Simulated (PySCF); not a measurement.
C$_{2}$H$_{5}$S, doublet, geometry from GFN2-xTB; PBE0/STO-3G run with PySCF.

The PySCF input:
```python
from pyscf import gto, scf, dft

mol = gto.Mole()
mol.atom = '''
    C     0.005961    1.318105   -0.607329
    S    -0.171148    0.115116    0.583727
    C     0.222020   -1.373632   -0.385197
    H     0.710619    1.157904   -1.399658
    H    -0.226497    2.316277   -0.297022
    H     0.132268   -2.225304    0.280552
    H    -0.483491   -1.459379   -1.206035
    H     1.237578   -1.298185   -0.762312
'''
mol.basis = 'sto-3g'
mol.charge = 0
mol.spin = 1
mol.verbose = 4
mol.build()

mf = dft.UKS(mol)
mf.xc = 'pbe0'
mf.init_guess = 'mod_huckel'
mf.kernel()
```

Predict the main parts of the log of this PySCF run.


```
PySCF version 2.14.0

[INPUT] verbose = 4
[INPUT] num. atoms = 8
[INPUT] num. electrons = 33
[INPUT] charge = 0
[INPUT] spin (= nelec alpha-beta = 2S) = 1
[INPUT] symmetry False subgroup None
[INPUT] Mole.unit = angstrom
[INPUT] Symbol           X                Y                Z      unit          X                Y                Z       unit  Magmom
[INPUT]  1 C      0.005961000000   1.318105000000  -0.607329000000 AA    0.011264657429   2.490857453420  -1.147685477506 Bohr   0.0
[INPUT]  2 S     -0.171148000000   0.115116000000   0.583727000000 AA   -0.323422846767   0.217537712555   1.103084161514 Bohr   0.0
[INPUT]  3 C      0.222020000000  -1.373632000000  -0.385197000000 AA    0.419556994176  -2.595788275939  -0.727916834004 Bohr   0.0
[INPUT]  4 H      0.710619000000   1.157904000000  -1.399658000000 AA    1.342875288912   2.188121438538  -2.644970288056 Bohr   0.0
[INPUT]  5 H     -0.226497000000   2.316277000000  -0.297022000000 AA   -0.428017298036   4.377129158629  -0.561290232971 Bohr   0.0
[INPUT]  6 H      0.132268000000  -2.225304000000   0.280552000000 AA    0.249950295044  -4.205215103899   0.530166443699 Bohr   0.0
[INPUT]  7 H     -0.483491000000  -1.459379000000  -1.206035000000 AA   -0.913665573692  -2.757826621942  -2.279075846640 Bohr   0.0
[INPUT]  8 H      1.237578000000  -1.298185000000  -0.762312000000 AA    2.338683477787  -2.453214109018  -1.440560901469 Bohr   0.0

nuclear repulsion = 104.340278667905
number of shells = 16
number of NR pGTOs = 72
number of NR cGTOs = 24
basis = sto-3g
ecp = {}

******** <class 'pyscf.dft.uks.UKS'> ********
method = UKS
initial guess = mod_huckel
damping factor = 0
level_shift factor = 0
DIIS = <class 'pyscf.scf.diis.CDIIS'>
diis_start_cycle = 1
diis_space = 8
diis_damp = 0
SCF conv_tol = 1e-09
SCF conv_tol_grad = None
SCF max_cycles = 50
direct_scf = True
direct_scf_tol = 1e-13
number electrons alpha = 17  beta = 16
XC library pyscf.dft.libxc version 7.1.2
    S. Lehtola, C. Steigemann, M. J. T. Oliveira, and M. A. L. Marques,  SoftwareX 7, 1–5 (2018)
XC functionals = pbe0
    C. Adamo and V. Barone,  J. Chem. Phys. 110, 6158 (1999)
    M. Ernzerhof and G. E. Scuseria,  J. Chem. Phys. 110, 5029 (1999)
radial grids:
    Treutler-Ahlrichs [JCP 102, 346 (1995); DOI:10.1063/1.469408] (M4) radial grids

becke partition: Becke, JCP 88, 2547 (1988); DOI:10.1063/1.454033
pruning grids: <function nwchem_prune>
grids dens level: 3
symmetrized grids: False
atomic radii adjust function: <function treutler_atomic_radii_adjust>
small_rho_cutoff = 0
Set gradient conv threshold to 3.16228e-05
Initial guess from on-the-fly Huckel, doi:10.1021/acs.jctc.8b01089,
employing the updated GWH rule from doi:10.1021/ja00480a005.
Spherically averaged atomic HF for {'H', 'S', 'C'}

******** <class 'pyscf.scf.atom_hf.AtomSphAverageRHF'> ********
method = AtomSphAverageRHF
initial guess = minao
damping factor = 0
level_shift factor = 0
DIIS = <class 'pyscf.scf.diis.CDIIS'>
diis_start_cycle = 1
diis_space = 8
diis_damp = 0
SCF conv_tol = 1e-09
SCF conv_tol_grad = None
SCF max_cycles = 50
direct_scf = True
direct_scf_tol = 1e-13
atom = C
Set gradient conv threshold to 3.16228e-05
Initial guess from minao.
init E= -36.7517431777338
cycle= 1 E= -36.7619269638614  delta_E= -0.0102  |g|=    0  |ddm|= 0.0245
cycle= 2 E= -36.7619269638615  delta_E= -2.13e-14  |g|=    0  |ddm|= 1.91e-15
Extra cycle  E= -36.7619269638615  delta_E=    0  |g|=    0  |ddm|=    0
Atomic HF for atom  C  converged. SCF energy = -36.7619269638615

******** <class 'pyscf.scf.atom_hf.AtomSphAverageRHF'> ********
method = AtomSphAverageRHF
initial guess = minao
damping factor = 0
level_shift factor = 0
DIIS = <class 'pyscf.scf.diis.CDIIS'>
diis_start_cycle = 1
diis_space = 8
diis_damp = 0
SCF conv_tol = 1e-09
SCF conv_tol_grad = None
SCF max_cycles = 50
direct_scf = True
direct_scf_tol = 1e-13
atom = S
Set gradient conv threshold to 3.16228e-05
Initial guess from minao.
init E= -392.475165763594
cycle= 1 E= -392.767621742061  delta_E= -0.292  |g|=    0  |ddm|= 0.135
cycle= 2 E= -392.767648508034  delta_E= -2.68e-05  |g|=    0  |ddm|= 0.00264
cycle= 3 E= -392.767648513484  delta_E= -5.45e-09  |g|=    0  |ddm|= 3.82e-05
cycle= 4 E= -392.767648513483  delta_E= 1.14e-13  |g|=    0  |ddm|= 1.66e-09
Extra cycle  E= -392.767648513484  delta_E= -1.14e-13  |g|=    0  |ddm|= 1.59e-09
Atomic HF for atom  S  converged. SCF energy = -392.767648513484

******** 1 electron system ********
Atomic HF for atom  H  converged. SCF energy = -0.466581849557275

tot grids = 96160
init E= -467.357535306933
cycle= 1 E= -471.388953925902  delta_E= -4.03  |g|= 0.621  |ddm|= 6.67
cycle= 2 E= -471.680092922333  delta_E= -0.291  |g|= 0.305  |ddm|= 1.79
cycle= 3 E= -471.760748877734  delta_E= -0.0807  |g|= 0.114  |ddm|= 0.741
cycle= 4 E= -471.769698482182  delta_E= -0.00895  |g|= 0.0182  |ddm|= 0.196
cycle= 5 E= -471.770055971145  delta_E= -0.000357  |g|= 0.00387  |ddm|= 0.0428
cycle= 6 E= -471.770076253372  delta_E= -2.03e-05  |g|= 0.0015  |ddm|= 0.0116
cycle= 7 E= -471.770078275372  delta_E= -2.02e-06  |g|= 0.000601  |ddm|= 0.00353
cycle= 8 E= -471.770078626169  delta_E= -3.51e-07  |g|= 8.6e-05  |ddm|= 0.00148
cycle= 9 E= -471.770078637835  delta_E= -1.17e-08  |g|= 1.76e-05  |ddm|= 0.000272
cycle= 10 E= -471.770078638323  delta_E= -4.88e-10  |g|= 3.78e-06  |ddm|= 5.67e-05
Extra cycle  E= -471.770078638347  delta_E= -2.41e-11  |g|= 1.92e-06  |ddm|= 1.14e-05
converged SCF energy = -471.770078638347  <S^2> = 0.75301659  2S+1 = 2.0030143
```
